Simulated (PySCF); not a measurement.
**Dipole response of In²⁺ (indium, charge +2)**

[Kr] 4d9 5s1 5p1, one real determinant (an excited configuration). All numbers are calculated (PySCF 2.14, scalar relativity through the core potential, in aug-cc-pVQZ-PP with one added diffuse shell each of s, p, d, f, g type with ECP28MDF (8s8p6d4f3g, 117 functions)). Coupled (time-dependent) response in atomic units; α is the mean over directions.

```csv
method,mean α (bohr³),"α xx, yy, zz",C₆ (like pair),S(−4)
UHF,16.45,"17.46, 17.46, 14.42",89.76,113.0
PBE,15.50,"15.57, 15.57, 15.34",85.00,96.13
```

S(−4) is the Cauchy moment in α(ω) = α(0) + S(−4) ω² + …

Spin-orbit coupling is absent.

α(iu) at PBE:

| u (hartree) | α(iu) (bohr³) |
| --- | --- |
| 0 | 15.50 |
| 0.0500 | 15.26 |
| 0.100 | 14.60 |
| 0.200 | 12.53 |
| 0.300 | 10.28 |
| 0.500 | 6.927 |
| 0.750 | 4.645 |
| 1.00 | 3.417 |
| 1.50 | 2.163 |
| 2.00 | 1.521 |
| 3.00 | 0.8706 |
| 5.00 | 0.3833 |

A single London oscillator, α(iu) = α/(1 + u²/ω²), gives C₆ = (3/4) ω α². Matching the computed C₆ needs ω = 4 × 85.00 / (3 × 15.50²) = 0.472 hartree.

For an ion, C₆ is the dispersion term alone; charge-induced terms of lower order in 1/R come first.

The components differ because the open shell of this determinant is not spherical; for a pure term their mean is the scalar polarisability.

⟨L²⟩ = 8.04 against 12 for a pure F term, so this real determinant mixes terms. Energies and moments cover only the electrons outside the core potential.
